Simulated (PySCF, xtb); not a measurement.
CLiN, SMILES [Li][C][N] (connectivity only; charge and spin as stated), neutral, multiplicity 1.

GFN2-xTB (xtb) at its own geometry gives an orbital gap of 3.84 eV and a dipole moment of 8.23 D.

Geometry: B3LYP-D3(BJ)/def2-TZVPD.

**Question.** What does PBE/def2-TZVPD (PySCF) give? (An estimate is asked for; the answer gives what the named calculation found.)

**Answer.** gap 4.29 eV (levels -6.20 and -1.91 eV), dipole 8.99 D.
